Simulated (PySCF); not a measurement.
Species: C₃H₄BClF₂.
Bonds: B1–C2, C2–C3, C3–Cl4, C2–C5 (double), C5–F6, C5–F7. Hydrogens: H8, H9 on B1; H10, H11 on C3.

Computed by this run: PBE0-D3(BJ)/def2-SVP geometry optimisation, gas phase in PySCF; density fitting, grid level 1; the optimiser is geomeTRIC in internal coordinates, started from a GFN2-xTB structure with every atom displaced at random (about 0.01 Å).

Step 0: E = -21782.9635 eV
```
atom  x, y, z in Å  |  force x, y, z in eV/Å
B1     -0.4684    1.2519    0.8721   -0.778  -0.201  -0.403
C2     -0.1703   -0.0246    0.0872    0.465  -0.034   0.003
C3      1.2342   -0.4330   -0.1888    0.688   0.613   0.316
Cl4     1.9663    0.6536   -1.4469   -0.100  -0.207   0.142
C5     -1.1409   -0.7863   -0.4300   -1.499  -0.518  -0.131
F6     -2.4367   -0.5530   -0.3006    1.088  -0.300  -0.195
F7     -0.9580   -1.9063   -1.1029   -0.133   0.757   0.354
H8      0.4032    1.8964    1.3244    0.681   0.323   0.321
H9     -1.5981    1.6242    1.0069   -0.220   0.030   0.087
H10     1.3403   -1.4507   -0.5492    0.036  -0.376  -0.181
H11     1.8664   -0.2979    0.7122   -0.227  -0.088  -0.313
```

**Question.** Estimate the geometry and energy of step 1. (The exact step hangs on the optimiser's Hessian estimate; all steps are aligned on step 0, rigid shifts and turns removed.)

**Answer.** E = -21782.9829 eV, largest force 0.322 eV/Å
```
atom  x, y, z in Å  |  force x, y, z in eV/Å
B1     -0.5040    1.2613    0.8703    0.121  -0.071  -0.018
C2     -0.1599   -0.0216    0.1030   -0.037   0.118   0.113
C3      1.2544   -0.4310   -0.1827   -0.063  -0.057  -0.015
Cl4     1.9988    0.5509   -1.4862    0.006   0.050  -0.062
C5     -1.1506   -0.7681   -0.4239    0.228  -0.125  -0.071
F6     -2.4124   -0.6708   -0.1623   -0.188   0.259  -0.032
F7     -0.9546   -1.7447   -1.2637   -0.004  -0.239   0.004
H8      0.3976    1.9146    1.3371   -0.008   0.015   0.011
H9     -1.6402    1.6432    0.9741   -0.080  -0.040   0.063
H10     1.3359   -1.4830   -0.4912    0.013   0.074  -0.002
H11     1.8730   -0.2766    0.7097    0.011   0.017   0.010
```

The energy changes by -0.0193 eV. The first-order estimate −F·Δx gives -0.1769 eV and the mean of the old and new forces, exact on a quadratic surface, -0.0425 eV. The step makes an angle of 79° with the force vector and moves no atom by more than 0.228 Å.

The cost below is that of the whole optimisation. The run took 35 s on an Arm Neoverse V2 with one thread, on a shared host, and the process peaked at 0.51 GiB of memory.
